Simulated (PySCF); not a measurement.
Dipole response of S⁺ (sulfur, charge +1)

[Ne] 3s2 3p3, high-spin 4S determinant. Calculation: PySCF 2.14, in def2-QZVPPD; the non-relativistic Hamiltonian (point nucleus). Coupled (time-dependent) response in atomic units; α is the mean over directions.

| method | mean α (bohr³) | C₆ (like pair) | S(−4) |
| --- | --- | --- | --- |
| UHF | 10.91 | 53.58 | 34.57 |
| PBE | 11.00 | 54.25 | 34.14 |
| PBE0 | 10.87 | 53.43 | 33.12 |
| CAM-B3LYP | 10.86 | 53.30 | 32.96 |
| BLYP | 11.03 | 54.36 | 34.37 |

S(−4) is the Cauchy moment in α(ω) = α(0) + S(−4) ω² + …

α(iu) at BLYP:

```json
{"u (hartree)": "0", "α(iu) (bohr³)": "11.03"}
{"u (hartree)": "0.0500", "α(iu) (bohr³)": "10.95"}
{"u (hartree)": "0.100", "α(iu) (bohr³)": "10.70"}
{"u (hartree)": "0.200", "α(iu) (bohr³)": "9.828"}
{"u (hartree)": "0.300", "α(iu) (bohr³)": "8.677"}
{"u (hartree)": "0.500", "α(iu) (bohr³)": "6.379"}
{"u (hartree)": "0.750", "α(iu) (bohr³)": "4.273"}
{"u (hartree)": "1.00", "α(iu) (bohr³)": "2.963"}
{"u (hartree)": "1.50", "α(iu) (bohr³)": "1.624"}
{"u (hartree)": "2.00", "α(iu) (bohr³)": "1.024"}
{"u (hartree)": "3.00", "α(iu) (bohr³)": "0.5284"}
{"u (hartree)": "5.00", "α(iu) (bohr³)": "0.2343"}
```

A single London oscillator, α(iu) = α/(1 + u²/ω²), gives C₆ = (3/4) ω α². Matching the computed C₆ needs ω = 4 × 54.36 / (3 × 11.03²) = 0.596 hartree.

For an ion, C₆ is the dispersion term alone; charge-induced terms of lower order in 1/R come first.
